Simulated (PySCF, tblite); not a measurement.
Species: C₅H₇NO₃.
SMILES with atom numbers: `[CH3:1][N:2]([CH3:3])[c:4]1[cH:5][o:6][c:7](=[O:8])[o:9]1` (hydrogens: H10, H11, H12 on C1; H13, H14, H15 on C3; H16 on C5)

Computed with GFN2-xTB (tblite), gas phase: Langevin dynamics at 300 K from the optimised GFN2-xTB geometry, time step 0.5 fs, friction 0.01 fs⁻¹, 2000 steps. Over the second half of the run the saved frames average 310 K.

Frame at 250 fs, instantaneous temperature 248 K:
```
atom  x, y, z in Å
C1     -2.081   -1.045    0.019
N2     -1.142   -0.165    0.609
C3     -1.568    1.138    1.097
C4      0.197   -0.227    0.335
C5      1.040   -1.296    0.167
O6      2.337   -0.819   -0.071
C7      2.235    0.462   -0.035
O8      3.105    1.250   -0.190
O9      0.908    0.865    0.206
H10    -2.907   -1.060    0.621
H11    -1.634   -2.052    0.040
H12    -2.302   -0.869   -1.038
H13    -2.274    0.941    1.943
H14    -1.968    1.713    0.241
H15    -0.590    1.530    1.551
H16     0.865   -2.337    0.440
```

Frame at 425 fs, instantaneous temperature 286 K:
```
atom  x, y, z in Å
C1     -2.442   -1.160    0.697
N2     -1.546   -0.051    1.023
C3     -2.022    1.283    1.477
C4     -0.256   -0.270    0.690
C5      0.311   -1.346    0.112
O6      1.692   -1.040   -0.127
C7      1.869    0.254    0.328
O8      2.913    0.858    0.438
O9      0.735    0.591    0.893
H10    -2.107   -2.140    1.140
H11    -2.665   -1.158   -0.327
H12    -3.331   -0.961    1.300
H13    -2.562    1.308    2.383
H14    -2.702    1.686    0.715
H15    -1.211    2.020    1.418
H16    -0.079   -2.298   -0.095
```

Frame at 625 fs, instantaneous temperature 316 K:
```
atom  x, y, z in Å
C1     -2.337   -1.278    0.281
N2     -1.422   -0.413    1.061
C3     -1.942    0.885    1.519
C4     -0.111   -0.375    0.649
C5      0.539   -1.006   -0.347
O6      1.936   -0.717   -0.176
C7      2.013    0.234    0.803
O8      3.023    0.766    1.084
O9      0.754    0.531    1.229
H10    -1.937   -2.282    0.054
H11    -2.674   -0.723   -0.642
H12    -3.290   -1.467    0.910
H13    -2.875    0.638    1.979
H14    -2.002    1.680    0.756
H15    -1.178    1.236    2.192
H16     0.407   -1.922   -0.979
```

Frame at 800 fs, instantaneous temperature 282 K:
```
atom  x, y, z in Å
C1     -2.145   -0.941    0.402
N2     -1.304   -0.086    1.193
C3     -1.734    0.119    2.556
C4      0.012   -0.296    0.993
C5      0.721   -1.181    0.277
O6      2.092   -0.792    0.325
C7      2.202    0.331    1.026
O8      3.152    0.929    1.373
O9      0.890    0.651    1.458
H10    -2.088   -1.997    0.536
H11    -1.938   -0.663   -0.574
H12    -3.202   -0.613    0.534
H13    -1.812   -0.802    3.223
H14    -2.645    0.661    2.575
H15    -0.999    0.886    2.907
H16     0.480   -2.022   -0.319
```

Frame at 1000 fs, instantaneous temperature 266 K:
```
atom  x, y, z in Å
C1     -2.063   -1.030    0.854
N2     -1.226    0.159    1.203
C3     -1.664    0.895    2.378
C4      0.100    0.113    0.947
C5      0.818   -0.316   -0.121
O6      2.081    0.140    0.006
C7      2.180    0.720    1.189
O8      3.179    1.224    1.600
O9      0.911    0.791    1.778
H10    -1.658   -2.014    1.247
H11    -2.176   -1.144   -0.230
H12    -3.064   -0.861    1.278
H13    -1.122    0.634    3.290
H14    -2.747    0.712    2.535
H15    -1.452    1.999    2.213
H16     0.585   -0.894   -1.024
```

Problem. What do single points at PBE0/pcSseg-1 (PySCF, gas phase) give on these frames?

Solution. 
```
t (fs)  GFN2-xTB E above start (eV)  DFT E above lowest frame (eV)  HOMO (eV)  LUMO (eV)  dipole (D)
   250                         0.71                           0.36      -5.88       0.59        5.82
   425                         0.78                           0.36      -5.82       0.67        7.03
   625                         0.55                           0.07      -6.20       0.45        6.24
   800                         0.53                           0.00      -6.45       0.50        5.97
  1000                         0.42                           0.01      -5.79       0.64        6.01
```

The two levels order the frames alike by energy but for pairs within 0.08 eV at one level; measured from each level's lowest frame they differ by 0.11 eV at most. The HOMO–LUMO gap runs from 6.43 to 6.95 eV. These are instantaneous structures, not minima.

Problem. And the isotropic GIAO shieldings (ppm) from the same runs?

Solution. 
| atom | 250 fs | 425 fs | 625 fs | 800 fs | 1000 fs | mean | range |
| --- | --- | --- | --- | --- | --- | --- | --- |
| C1 | 152.0 | 150.9 | 140.1 | 152.2 | 136.0 | 146.2 | 16.2 |
| N2 | 216.9 | 214.2 | 192.5 | 211.2 | 212.8 | 209.5 | 24.4 |
| C3 | 142.4 | 151.4 | 146.5 | 145.0 | 140.0 | 145.1 | 11.4 |
| C4 | 26.1 | 35.3 | 27.0 | 28.9 | 33.2 | 30.1 | 9.2 |
| C5 | 71.0 | 73.2 | 67.5 | 69.3 | 79.6 | 72.1 | 12.1 |
| O6 | 151.1 | 89.5 | 102.3 | 120.7 | 134.4 | 119.6 | 61.6 |
| C7 | 32.3 | 29.6 | 30.9 | 33.2 | 28.8 | 31.0 | 4.4 |
| O8 | 40.0 | 40.4 | 38.4 | 51.0 | 28.9 | 39.7 | 22.1 |
| O9 | 86.8 | 114.5 | 107.2 | 71.6 | 94.6 | 94.9 | 42.9 |
| H10 | 30.7 | 28.2 | 28.3 | 30.0 | 28.0 | 29.0 | 2.7 |
| H11 | 28.5 | 29.7 | 28.3 | 30.3 | 28.3 | 29.0 | 2.0 |
| H12 | 28.9 | 28.8 | 27.4 | 28.7 | 28.8 | 28.5 | 1.5 |
| H13 | 28.1 | 29.6 | 29.5 | 28.3 | 28.1 | 28.7 | 1.5 |
| H14 | 28.2 | 28.9 | 29.0 | 29.6 | 28.7 | 28.9 | 1.4 |
| H15 | 26.3 | 27.8 | 28.0 | 27.2 | 27.3 | 27.3 | 1.7 |
| H16 | 24.9 | 25.8 | 24.3 | 25.6 | 24.9 | 25.1 | 1.5 |

What follows is the cost of the whole dynamics run. Time: 18 s wall; peak memory 0.18 GiB. Hardware: an Arm Neoverse N1 with one thread (shared host).
